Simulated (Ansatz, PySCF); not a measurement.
(E)-1-bromo-1-chloro-2-fluoroethene (C2HBrClF), SMILES F/C=C(\Cl)Br.

Coordinates come from a TPSSh-D3(BJ)/def2-SVP optimisation.

Vertical ionisation energy (IE) and electron affinity (EA) in eV. Rows of orbital energies are one-electron estimates. Where ΔSCF, EOM or ADC give a negative EA the extra electron is unbound and the value depends on the basis.

| level | IE | EA |
|---|---|---|
| −ε(HOMO), −ε(LUMO), M06-2X/def2-TZVP (PySCF) | 8.57 | -0.27 |
| −ε(HOMO), −ε(LUMO), PBE/def2-TZVP (PySCF) | 6.14 | 1.74 |
| ΔSCF, CAM-B3LYP/def2-SVPD (Ansatz), final states of multiplicity 2 and 2 | 9.73 | -0.79 |
| ΔSCF, PBE/def2-SVPD (Ansatz), final states of multiplicity 2 and 2 | 9.31 | -0.60 |

Q: What vertical singlet–triplet gap does ΔSCF give with CAM-B3LYP/def2-SVPD (Ansatz, a quantum-chemistry and plane-wave program) and with PBE/def2-SVPD (Ansatz)? (Estimate from the structure and the level; the computed values follow.)

A: 3.84 and 3.86 eV (triplet above singlet where positive).
